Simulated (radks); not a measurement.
Neutral tantalum inside a hard spherical wall (all orbitals vanish at R), configuration held at [Xe] 4f14 5d3 6s2 and not refilled when levels cross. Calculated with a radial shooting solver on a logarithmic mesh with Libxc functionals: scalar-relativistic Kohn-Sham, r2SCAN, spin-polarised, spherical densities, finite nucleus; open shells are filled with parallel spins first (spin-orbit coupling, left out, can overturn this in heavy ions); meta-GGA in the generalised Kohn-Sham scheme; Fermi nuclear charge, rms radius 5.3507 fm. Eigenvalues in eV for spin up, with the zero of energy where the potential of the charges vanishes at infinity; a dash marks a level that is unbound or too diffuse for the functional's potential to be trusted. A positive occupied level is held by the wall or, in an anion where self-interaction has pushed it up, behind a barrier. The pressure on the wall is -dE/dV.

R (bohr)  E (hartree)  kinetic (hartree)    e(5p)    e(4f)   e(6s)   e(5d)  e(6p, empty)  e(7s, empty)  pressure (GPa)
free      -15604.0051          17139.909  -41.221  -24.907  -6.121  -4.432        -1.399             -               0
20        -15604.0051          17139.909  -41.221  -24.907  -6.121  -4.432        -1.399             -        < 0.0001
12        -15604.0050          17139.910  -41.215  -24.901  -6.117  -4.427        -1.371         1.140         0.00101
10        -15604.0045          17139.916  -41.177  -24.862  -6.087  -4.392        -1.276         2.206          0.0154
7         -15603.9863          17140.047  -40.511  -24.179  -5.544  -3.807        -0.169         7.991            1.02
6         -15603.9453          17140.280  -39.587  -23.209  -4.683  -2.993         1.348        13.778            4.48
5         -15603.8110          17140.911  -37.624  -21.089  -2.437  -1.183         4.995        25.666            21.6
3.5       -15602.6911          17145.246  -30.015  -12.279  11.804   7.348        25.586        80.209             351
3         -15601.2373          17150.681  -24.074   -5.129  27.418  15.167        46.193        127.99            1140
1.5       -15541.3640          17345.887   108.31   108.92  408.37  185.93        470.95        936.40          182000
